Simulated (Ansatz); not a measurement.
A nudged elastic band was laid between two geometries of AlBH8SSi2 (13 atoms, charge 0, multiplicity 1).

Computed with RKS revPBE/STO-3G (Ansatz 0.2.0).

```yaml
movable_images: 3
climbing_image: yes
spring: 5.0 eV/Å²
optimiser: quadratic models (default)
start_path: IDPP
force_threshold: 0.05 eV/Å
iteration_limit: 60
end_points: relaxed
```

First end point:

```xyz
13
Properties=species:S:1:pos:R:3
B -0.396 -1.044 1.710
Si -0.298 -1.008 -0.247
Si 1.828 -0.358 -0.786
S -1.843 0.107 -1.248
Al -1.693 2.020 -0.375
H -0.868 -0.165 2.345
H 0.061 -1.952 2.318
H -0.416 -2.376 -0.755
H 2.026 -0.381 -2.232
H 2.114 0.996 -0.326
H 2.814 -1.250 -0.185
H -0.608 2.331 0.638
H -2.702 3.046 -0.841
```

Last end point:

```xyz
13
Properties=species:S:1:pos:R:3
B -1.370 -0.527 0.914
Si 0.199 -1.253 0.041
Si 2.220 -0.318 -0.394
S -1.529 -0.446 -1.074
Al -1.453 1.576 -0.215
H -1.223 0.618 1.373
H -2.191 -1.128 1.496
H 0.192 -2.677 -0.288
H 2.331 0.111 -1.785
H 2.484 0.835 0.458
H 3.261 -1.310 -0.148
H -0.099 2.244 -0.242
H -2.801 2.242 -0.122
```

(1) What changes between the two ends?

(2) What energy profile does the band end with?

(3) What is the geometry of the highest image?

Answers

(1) Bonds formed: B1–S4. The dihedral H6–B1–Si2–Si3 goes from 99 to -4°.

(2) The forces met the threshold. The highest image is number 1 of 0 to 4, 0.3 kcal/mol above the first end and 31.7 kcal/mol above the last; the last end lies 31.4 kcal/mol below the first. Another band between the same ends (9 images) ends at a top of the same energy, where a vibrational analysis finds 1 clearly imaginary mode. So few images can step over the top or miss a turn of the path. Limits of this set-up: minimal basis.

```json
{"image": "0", "path coordinate (Å)": "0.00", "energy (kcal/mol)": "0.0", "B1–S4 (Å)": "3.49", "dihedral H6–B1–Si2–Si3 (°)": "99"}
{"image": "1", "path coordinate (Å)": "0.96", "energy (kcal/mol)": "0.3", "B1–S4 (Å)": "3.31", "dihedral H6–B1–Si2–Si3 (°)": "68"}
{"image": "2", "path coordinate (Å)": "2.20", "energy (kcal/mol)": "-12.0", "B1–S4 (Å)": "2.25", "dihedral H6–B1–Si2–Si3 (°)": "19"}
{"image": "3", "path coordinate (Å)": "3.44", "energy (kcal/mol)": "-23.0", "B1–S4 (Å)": "2.03", "dihedral H6–B1–Si2–Si3 (°)": "-3"}
{"image": "4", "path coordinate (Å)": "4.69", "energy (kcal/mol)": "-31.4", "B1–S4 (Å)": "2.00", "dihedral H6–B1–Si2–Si3 (°)": "-4"}
```

(3) 
```xyz
13
Properties=species:S:1:pos:R:3
B -0.549 -1.023 1.704
Si -0.177 -1.069 -0.218
Si 1.915 -0.305 -0.714
S -1.794 -0.025 -1.196
Al -1.658 1.951 -0.462
H -0.656 0.007 2.279
H -0.746 -2.002 2.339
H -0.259 -2.435 -0.737
H 2.085 -0.132 -2.153
H 2.196 0.979 -0.082
H 2.926 -1.254 -0.258
H -0.535 2.372 0.462
H -2.729 2.901 -0.951
```

Run time: 2.1 min on 1 thread of Arm Neoverse V1, with other jobs on the host, peak memory 0.11 GiB.
